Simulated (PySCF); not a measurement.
Species: C5H10Cl2O.
SMILES: `CC[C@H](O)C(C)(Cl)Cl`

Theory: TDDFT PBE0/def2-SVPD, vertical, gas phase, core orbitals frozen in the response in PySCF 2.14.0, density-fitted response routines. The structure is a single PBE0-D3(BJ)/def2-SVP conformer in the gas phase; no vibrational or solvent corrections. Torsions of this conformer, `[CH3:1][CH2:2][C@H:3]([OH:4])[C:5]([CH3:6])([Cl:7])[Cl:8]`: C1–C2–C3–O4 -59°, C2–C3–C5–C6 -178°, H–O4–C3–C2 -63°.

Problem. What does the calculation give for the low-lying excited states?

Solution. 

| state | E (eV) | λ (nm) | f | main configurations (H = HOMO, L = LUMO) |
| --- | --- | --- | --- | --- |
| S1 | 6.64 | 186.6 | 0.0007 | H→L (91%) |
| S2 | 6.99 | 177.5 | 0.020 | H-1→L (90%) |
| S3 | 7.08 | 175.2 | 0.0018 | H→L+1 (73%), H-2→L (18%) |
| S4 | 7.27 | 170.6 | 0.0090 | H-2→L (70%), H→L+1 (17%) |
| S5 | 7.46 | 166.2 | 0.013 | H-1→L+1 (45%), H-3→L (29%), H-4→L (10%) |
| S6 | 7.60 | 163.0 | 0.0018 | H-3→L (34%), H→L+2 (25%), H-1→L+1 (22%) |

The lowest singlet comes at 187 nm (641 kJ/mol) in the vacuum ultraviolet; it is very weak; its leading configuration is HOMO→LUMO (91%). The strongest level in the table is S2 at 6.99 eV (177 nm, f = 0.020). Löwdin shares by element: HOMO oxygen 38%, chlorine 18% or more, carbon 18% or more (atoms not listed hold the other 26%); LUMO chlorine 63%, carbon 27% or more. The oscillator strengths of these states sum to 0.046; summed over the whole spectrum of an exact calculation they would give the number of electrons, 82 (Thomas–Reiche–Kuhn). Orbital energies (eV): HOMO-3 -9.20, HOMO-2 -9.06, HOMO-1 -8.78, HOMO -8.27, LUMO -0.25, LUMO+1 0.24, LUMO+2 0.62. Weighted by f, the mean energy of these states is 7.19 eV. Only the lowest 6 singlets were computed, as vertical energies without vibronic structure.

Rough CPU time on one thread of a shared machine: about 1.6 min.
